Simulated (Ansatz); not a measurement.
## Ansatz (development build ahead of 0.2.0) run

```yaml
crystal:
  periodic: [false, false, false]
  atoms:
    - { symbol: Ti, position_ang: [0.0, 0.0, 0.0] }
    - { symbol: F, position_ang: [1.663, 0.0, 0.6888] }
    - { symbol: F, position_ang: [-1.663, 0.0, 0.6888] }
basis:
  gaussian: { orbitals: pcseg-2 }
magnetization:
  initial_magnetization: 2
hamiltonian:
  xc: pbe
```

The input is written out in the form of the current development build from the run's settings.

The run gave:

```json
{"Converged": "yes", "Total energy": "-1048.95310 hartree", "Spin squared of the determinant": "2.000", "Stability test": "minimum among restricted orbitals"}
```

Caution: no unrestricted run beside it, a lower state can exist; other spin multiplicities were not run.
